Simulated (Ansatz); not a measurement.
Calculated with Ansatz (gas phase, PBE0-D4/def2-TZVP geometries, no zero-point term in ΔE). CCSD(T)/CBS adds triple-zeta CCSD(T) − MP2 to the extrapolated MP2 energy (def2 sets, frozen cores). This one scheme is used for every species. DFT in def2-TZVPP. B3LYP here is the variant with VWN-RPA as its local correlation; programs differ in this. One conformer a species, not always the lowest.

`F[SiH]([SiH3])[SiH2]Cl` + `O[SiH2][SiH3]` → `[SiH3]O[SiH2][SiH3]` + `F[SiH2][SiH2]Cl`  (cleavage of the Si–Si bond)

Question: Is it downhill or uphill in electronic energy at CCSD(T)/CBS, and by how much? (Estimate.)

Answer: Computed: Downhill: ΔE = -105.0 kJ/mol.

Question: What do these levels give: PBE0-D4, B3LYP, SCS-MP2/def2-TZVPP, CCSD/def2-TZVPP, MP2/def2-QZVPP, CCSD/CBS(def2)? (Best estimate.)

Answer: Computed: PBE0-D4 -85.6, B3LYP -104.5, SCS-MP2/def2-TZVPP -118.3, CCSD/def2-TZVPP -109.8, MP2/def2-QZVPP -113.3, CCSD/CBS(def2) -109.3 kJ/mol.

Largest T1 diagnostic among the species: 0.012.

From PBE to PBE0 (25 % exact exchange), in def2-TZVPP and without D4, ΔE moves by −10.3 kJ/mol. In def2-TZVPP, CCSD(T) changes the Hartree–Fock value by +29.0 kJ/mol (the triples alone add +4.3 kJ/mol) and MP2 by +22.0 kJ/mol.
